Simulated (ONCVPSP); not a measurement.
# Potentials for molybdenum compared

Generated with ld1.x 7.5 (TM, RRKJ, ultrasoft, PAW), atompaw 4.2 or ONCVPSP 4.0.1. The cutoff is in Ry: for ld1.x and atompaw files where the sum of valence levels is converged to 10 mRy in a Bessel basis, for ONCV files where the hardest occupied wave has 1 mHa per electron of residual kinetic energy. The error is the largest all-electron minus pseudo excitation energy over each file’s own four to seven test configurations (ionisations up to +4, promotions, holes and added fractions of an electron), all of which were solved. The labels leave out finer settings (local radius, basis sizes, second energies), which also bear on the numbers. Spin-polarised tests are not counted. The rows are a selection from randomly drawn settings: files with unsolved tests, undetermined cutoffs or missed reference levels are left out.

A true bound ghost makes a file unfit for plane-wave use even where its test errors are small: the radial tests pick states by their node count and pass the ghost by.

```csv
potential,cutoff (Ry),largest error (meV),bound ghosts
"ONCV, PBE, fully relativistic, rc 2.15/1.95/1.75 (spd), local d, core correction yes, reference 4s2 4p6 4d5 5s1, qcut 5.2/6.9/5.2, projectors 2/2/0",64,-3.1,none
"ONCV, PBEsol, fully relativistic, rc 1.55/1.40/2.25 (spd), local smoothed, core correction yes, reference 4s2 4p6 4d5 5s1, qcut 6.3/6.9/5.5, projectors 2/2/1",46,+25,none
"ONCV, LDA (Perdew-Wang 92), scalar-relativistic, rc 1.75/1.50/1.75 (spd), local smoothed, core correction no, reference 4s2 4p6 4d3, qcut 7.9/11.3/6.5, projectors 2/3/2",67,+7.5,none
"ONCV, Wu-Cohen, scalar-relativistic, rc 1.65/1.35/2.00 (spd), local smoothed, core correction no, reference 4s2 4p6 4d5 5s1, qcut 6.3/7.1/8.4, projectors 2/2/1",46,+3.2,none
"ONCV, PBE, scalar-relativistic, rc 1.30/1.85/2.60 (spd), local smoothed, core correction no, reference 4s2 4p6 4d5, qcut 5.6/6.4/6.2, projectors 2/2/3",133,-113,none
"ONCV, PBE, fully relativistic, rc 2.75/2.70/1.60 (spd), local smoothed, core correction yes, reference 4d5 5s0.75, qcut 2/3.3/6, projectors 2/2/3",34,+51,"s, p3/2, d5/2, p1/2"
```

Question: Fill in the row for Mo: ONCV, LDA (Perdew-Wang 92), scalar-relativistic, rc 2.05/1.65/1.60 (spd), local smoothed, core correction no, reference 4s2 4p6 4d5 5s0.5 5p0.5, qcut 7.5/6.6/6.2, projectors 2/2/2.

Answer: cutoff 38 Ry, largest error +1.6 meV, bound ghosts: none.

Question: Fill in the row for Mo: ONCV, PBE, scalar-relativistic, rc 1.80/2.00/1.45 (spd), local smoothed, core correction yes, reference 4s2 4p6 4d5 5s0.75, qcut 8.5/7.8/7.5, projectors 2/2/1.

Answer: cutoff 42 Ry, largest error +7.5 meV, bound ghosts: none.
